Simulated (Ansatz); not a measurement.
`CCB(N)F` → B• + 2 C• + F• + 7 H• + N•  (atomization)

Isolated molecules relaxed with PBE0-D4/def2-TZVP in Ansatz; ΔE leaves out vibrations. CCSD(T)/CBS adds triple-zeta CCSD(T) − MP2 to the extrapolated MP2 energy (def2 sets, frozen cores). This one scheme is used for every species, atoms too. For atomizations the MP2-based limit and the directly extrapolated one differ by several kJ/mol either way, and by 10 to 25 for some Ge, Se and Sn compounds, so smaller differences from it don't rank the levels. DFT in def2-TZVPP. No spin–orbit coupling; open shells (•) take unrestricted orbitals. Spin–orbit coupling would lower the free atoms: a little for B, C, F. Each species was taken in one conformer, which may not be the lowest.

```json
{"level": "LDA (SPW92)", "ΔE (kcal/mol)": "1319.0", "difference from CCSD(T)/CBS": "162.2"}
{"level": "PBE-D4", "ΔE (kcal/mol)": "1182.7", "difference from CCSD(T)/CBS": "25.9"}
{"level": "BLYP-D4", "ΔE (kcal/mol)": "1160.0", "difference from CCSD(T)/CBS": "3.2"}
{"level": "B97M-V", "ΔE (kcal/mol)": "1161.8", "difference from CCSD(T)/CBS": "5.0"}
{"level": "CAM-B3LYP-D4", "ΔE (kcal/mol)": "1169.3", "difference from CCSD(T)/CBS": "12.5"}
{"level": "ωB97X-V", "ΔE (kcal/mol)": "1160.8", "difference from CCSD(T)/CBS": "4.0"}
{"level": "B2PLYP", "ΔE (kcal/mol)": "1151.4", "difference from CCSD(T)/CBS": "-5.4"}
{"level": "PBE-QIDH", "ΔE (kcal/mol)": "1154.7", "difference from CCSD(T)/CBS": "-2.1"}
{"level": "PBE", "ΔE (kcal/mol)": "1178.4", "difference from CCSD(T)/CBS": "21.6"}
{"level": "PBE0", "ΔE (kcal/mol)": "1160.7", "difference from CCSD(T)/CBS": "3.9"}
{"level": "MP2/def2-SVP", "ΔE (kcal/mol)": "1122.1", "difference from CCSD(T)/CBS": "-34.7"}
{"level": "CCSD(T)/def2-TZVPP", "ΔE (kcal/mol)": "1130.2", "difference from CCSD(T)/CBS": "-26.6"}
{"level": "HF/def2-QZVPP", "ΔE (kcal/mol)": "871.9", "difference from CCSD(T)/CBS": "-284.9"}
{"level": "MP2/def2-QZVPP", "ΔE (kcal/mol)": "1164.5", "difference from CCSD(T)/CBS": "7.7"}
{"level": "SCS-MP2/def2-QZVPP", "ΔE (kcal/mol)": "1161.5", "difference from CCSD(T)/CBS": "4.7"}
{"level": "HF/CBS(def2)", "ΔE (kcal/mol)": "872.1", "difference from CCSD(T)/CBS": "-284.7"}
{"level": "CCSD(T)/CBS", "ΔE (kcal/mol)": "1156.8", "difference from CCSD(T)/CBS": "0"}
```

Largest T1 diagnostic among the species: 0.014.

From BLYP to BHLYP (50 % exact exchange), in def2-TZVPP and without D4, ΔE moves by −22.3 kcal/mol: exact exchange takes away binding that semilocal exchange gives to molecules. In def2-TZVPP, CCSD(T) changes the Hartree–Fock value by +259.5 kcal/mol (the triples alone add +14.1 kcal/mol) and MP2 by +278.1 kcal/mol; breaking electron pairs costs correlation energy, which Hartree–Fock lacks. The D4 term adds +6.9 kcal/mol with B3LYP and +3.6 kcal/mol with PBE0; it sums over pairs of atoms, weighted by their polarisabilities, and B3LYP, whose exchange is more repulsive, gets the larger term.

B3LYP here is the variant with VWN-RPA as its local correlation; programs differ in this.
